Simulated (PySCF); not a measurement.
C₂H₈CdOSi. Atoms are numbered in the order given.

```xyz
13

Cd     0.0862    -0.4006     0.2054
C     -0.8927    -1.5617     1.6748
C     -2.0391    -0.8487     2.3967
H     -0.1047    -1.8843     2.3865
H     -1.2476    -2.4764     1.1567
H     -2.8452    -0.5350     1.7025
H     -1.6996     0.0598     2.9348
H     -2.5074    -1.5155     3.1538
O      1.1016     0.6255    -1.1743
Si     0.7845     1.9805    -2.0764
H     -0.4327     1.8238    -2.9649
H      1.9623     2.2804    -2.9689
H      0.5328     3.2080    -1.2245
```
Charge 0, spin multiplicity 1.

Coordinates come from a PBE-D3(BJ)/def2-SVP optimisation. The def2 effective core potentials stand for the cores of Cd; spin–orbit coupling is left out. The values are those of a single conformer.

These are TDDFT-CAM-B3LYP/def2-SVPD in PySCF values and carry that method's errors.

Vertical excitations. The molecule is in vacuum.

```json
[
 {"state": "S1", "energy (eV)": "5.74", "λ (nm)": "216", "f": "0.005", "main pairs": "HOMO−1→LUMO 90 %"},
 {"state": "S2", "energy (eV)": "6.00", "λ (nm)": "207", "f": "0.162", "main pairs": "HOMO→LUMO 78 %"},
 {"state": "S3", "energy (eV)": "6.27", "λ (nm)": "198", "f": "0.049", "main pairs": "HOMO→LUMO+1 48 %, HOMO−2→LUMO 43 %"},
 {"state": "S4", "energy (eV)": "6.36", "λ (nm)": "195", "f": "0.042", "main pairs": "HOMO→LUMO+2 94 %"},
 {"state": "S5", "energy (eV)": "6.39", "λ (nm)": "194", "f": "0.214", "main pairs": "HOMO→LUMO+1 44 %, HOMO−2→LUMO 37 %, HOMO→LUMO 10 %"},
 {"state": "S6", "energy (eV)": "6.54", "λ (nm)": "190", "f": "0.007", "main pairs": "HOMO−1→LUMO+1 88 %"},
 {"state": "S7", "energy (eV)": "6.75", "λ (nm)": "184", "f": "0.045", "main pairs": "HOMO−1→LUMO+2 81 %"},
 {"state": "S8", "energy (eV)": "7.07", "λ (nm)": "175", "f": "0.040", "main pairs": "HOMO−2→LUMO+2 49 %, HOMO−2→LUMO+1 38 %"},
 {"state": "S9", "energy (eV)": "7.09", "λ (nm)": "175", "f": "0.035", "main pairs": "HOMO−2→LUMO+2 42 %, HOMO−2→LUMO+1 41 %"},
 {"state": "S10", "energy (eV)": "7.72", "λ (nm)": "161", "f": "0.001", "main pairs": "HOMO−1→LUMO+3 27 %, HOMO−1→LUMO+5 19 %, HOMO−1→LUMO+4 16 %, HOMO−3→LUMO 15 %"},
 {"state": "T1", "energy (eV)": "4.93", "λ (nm)": "251", "f": "0", "main pairs": "HOMO→LUMO 82 %"},
 {"state": "T2", "energy (eV)": "5.43", "λ (nm)": "228", "f": "0", "main pairs": "HOMO−1→LUMO 86 %"},
 {"state": "T3", "energy (eV)": "5.72", "λ (nm)": "217", "f": "0", "main pairs": "HOMO−2→LUMO 76 %"},
 {"state": "T4", "energy (eV)": "5.84", "λ (nm)": "212", "f": "0", "main pairs": "HOMO→LUMO+1 81 %"}
]
```
Triplets are in the Tamm–Dancoff approximation, which puts them higher than full response would, so one can lie above its singlet here.
